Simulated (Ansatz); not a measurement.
Harmonic frequencies (cm⁻¹) at PBE0-D4/def2-TZVP from Ansatz: 38, 151, 153, 226, 235, 240, 371, 381, 467, 473, 606, 662, 891, 921, 981, 984, 1107, 1176, 1218, 1340, 1393, 1410, 1470, 1486, 1487, 1496, 1551, 3006, 3006, 3033, 3069, 3069, 3093, 3096, 3572, 3687.

Each molecule was computed in one conformer, which needn't be the lowest.

Question: Which molecule is it?
A. `C[CH](C)[Sn][NH2]`
B. `[NH2][Sn][N]([SiH3])[SiH3]`
C. `C[CH2][Sn][CH2]C`
D. `C[CH2][Sn][CH3]`

Answer: A.
